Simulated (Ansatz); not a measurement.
`Br[Si](Br)(Br)Br` + H₂ → `Br[SiH](Br)Br` + HBr at 298.15 K and 1 bar (hydrogenolysis of the Si–Br bond).

Program: Ansatz. Geometries: PBE0-D4/def2-TZVP. ΔE: electronic, gas phase. CCSD(T)/CBS adds triple-zeta CCSD(T) − MP2 to the extrapolated MP2 energy (def2 sets, frozen cores). This one scheme is used for every species. For Br outer-core shells are correlated without core-valence functions, which leaves a few kJ/mol of doubt a bond. Scalar relativity is left out up to krypton.

```json
{"species": "`Br[Si](Br)(Br)Br`", "CCSD(T)/CBS energy (Eh)": "-10582.54636", "H − E (kJ/mol)": "36.1", "S (J/(mol·K))": "379.5"}
{"species": "H₂", "CCSD(T)/CBS energy (Eh)": "-1.17544", "H − E (kJ/mol)": "35.1", "S (J/(mol·K))": "130.4"}
{"species": "`Br[SiH](Br)Br`", "CCSD(T)/CBS energy (Eh)": "-8009.77760", "H − E (kJ/mol)": "51.0", "S (J/(mol·K))": "350.0"}
{"species": "HBr", "CCSD(T)/CBS energy (Eh)": "-2573.91920", "H − E (kJ/mol)": "24.6", "S (J/(mol·K))": "198.6"}
```

H − E and S are ideal-gas, rigid-rotor, harmonic terms from PBE0-D4/def2-TZVP. The MP2-based limit puts H₂ 0.8 mEh under its directly extrapolated value; such offsets cancel only in part. 1 Eh = 2625.50 kJ/mol, R = 8.31446 J/(mol·K).

Task: By hand: ΔE, ΔH, ΔS and ΔG.

Result: ΔE = (-8009.77760) + (-2573.91920) − (-10582.54636) − (-1.17544) = 0.02500 Eh = 65.6 kJ/mol. Δ(H − E) = 51.0 + 24.6 − 36.1 − 35.1 = 4.4, so ΔH = 70.0 kJ/mol. ΔS = 350.0 + 198.6 − 379.5 − 130.4 = 38.7 J/(mol·K). ΔG = 70.0 − 298.15 × (38.7)/1000 = 58.5 kJ/mol.

Task: By hand: the equilibrium constant, and the temperature at which ΔG would vanish if ΔH and ΔS stayed fixed.

Result: log₁₀ K = −ΔG/(RT ln 10) = -10.2. ΔG = 0 at ΔH/ΔS = 1809 K.

ΔH outweighs TΔS. A doubt of 5 kJ/mol in ΔE shifts log₁₀ K by 0.9 here. These are equilibria of isolated gas molecules and say nothing of rates. Largest T1 diagnostic: 0.007 (customary marks: 0.02 for closed shells, 0.045 for open ones).
